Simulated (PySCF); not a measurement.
C7H16N2.
Bonds: C1–C2, C2–C3, C2–N4, N4–N5, N4–C6, C6–C7, C7–C8, C8–C9, C6–C9. Hydrogens: H10, H11, H12 on C1; H13 on C2; H14, H15, H16 on C3; H17, H18 on N5; H19 on C6; H20, H21 on C7; H22, H23 on C8; H24, H25 on C9.

NICS is the negative of the GIAO shielding at a point without a nucleus: at the ring centre (0) and 1 Å above and below it (1); zz is the component along the ring normal. Level: GIAO PBE0/pcSseg-1 (PySCF, non-relativistic, gas phase) on the GFN2-xTB geometry, one conformer.

Ring bond lengths (Å), with Mayer bond orders in brackets: C6–C7 1.542 (1.02), C7–C8 1.534 (1.05), C8–C9 1.535 (1.05), C9–C6 1.538 (1.02).

Task: Give the NICS values of each ring in ppm.

Result: 
```csv
ring,type,NICS(0),"NICS(1), two faces","NICS(1)zz, two faces",rms pucker (Å),"centre to ring atoms, mean (Å)"
C6–C7–C8–C9,4-membered carbocycle; formal bonds all single,-1.0,-1.4 / -0.7,2.2 / 5.3,0.10,1.08
```

Task: What can be read from them?

Result: 
- C6–C7–C8–C9: mean NICS(1)zz 3.8 ppm, deshielded. C6, C7, C8, C9 have four or more neighbours, and the NICS criterion for π rings isn't applied. The two faces differ by 3.1 ppm, so no symmetry operation interchanges them.

Task: Give the inner angles of the rings and the Hirshfeld charges of the ring atoms.

Result: 
- C6–C7–C8–C9: C6 88.8° (+0.008 e), C7 89.0° (-0.081 e), C8 89.2° (-0.070 e), C9 89.1° (-0.076 e); sum 356.2° against 360° for a flat convex ring.

Conformer computed: `[CH3:1][CH:2]([CH3:3])[N:4]([NH2:5])[CH:6]1[CH2:7][CH2:8][CH2:9]1`: C1–C2–N4–N5 66°, C2–N4–C6–C7 166°, H–N5–N4–C2 88°, H–N5–N4–C2 -154°.
